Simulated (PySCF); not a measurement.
Dipole response of Cl⁻ (chlorine, charge -1)

[Ar], closed-shell 1S. All numbers are calculated (PySCF 2.14, the non-relativistic Hamiltonian (point nucleus), in aug-cc-pV(D+d)Z (5s4p3d, 32 functions)). Coupled (time-dependent) response in atomic units; α is the mean over directions.

```tsv
method	mean α (bohr³)	C₆ (like pair)	S(−4)
UHF	21.49	174.8	131.4
PBE0	23.54	193.7	179.6
MN15	22.73	179.5	178.2
```

S(−4) is the Cauchy moment in α(ω) = α(0) + S(−4) ω² + …

α(iu) at MN15:

```tsv
u (hartree)	α(iu) (bohr³)
0	22.73
0.0500	22.30
0.100	21.16
0.200	18.04
0.300	15.09
0.500	10.69
0.750	7.154
1.00	4.970
1.50	2.694
2.00	1.660
3.00	0.8109
5.00	0.3267
```

A single London oscillator, α(iu) = α/(1 + u²/ω²), gives C₆ = (3/4) ω α². Matching the computed C₆ needs ω = 4 × 179.5 / (3 × 22.73²) = 0.463 hartree.

For an ion, C₆ is the dispersion term alone; charge-induced terms of lower order in 1/R come first.
